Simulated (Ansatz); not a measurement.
Ansatz results at the PBE0-D4/def2-TZVP geometry: HOMO energy (ωB97M-V/def2-TZVPP) -8.33 eV; HOMO–LUMO gap (ωB97M-V/def2-TZVPP) 10.21 eV; size of the dipole moment (B3LYP/def2-TZVPP) 1.31 D.

Each molecule was computed in one conformer, which needn't be the lowest.

Task: Which molecule gave them?
A. `CB1NC1(N)N`
B. `CB1NC(N)N1`
C. `OC1C[SiH2]1`
D. `BOC(O)O`

Result: A. The others give `CB1NC(N)N1`: -9.00, 11.16, 1.02; `OC1C[SiH2]1`: -9.01, 10.85, 1.47; `BOC(O)O`: -11.17, 12.36, 1.23.

B3LYP here is the variant with VWN-RPA as its local correlation; programs differ in this.
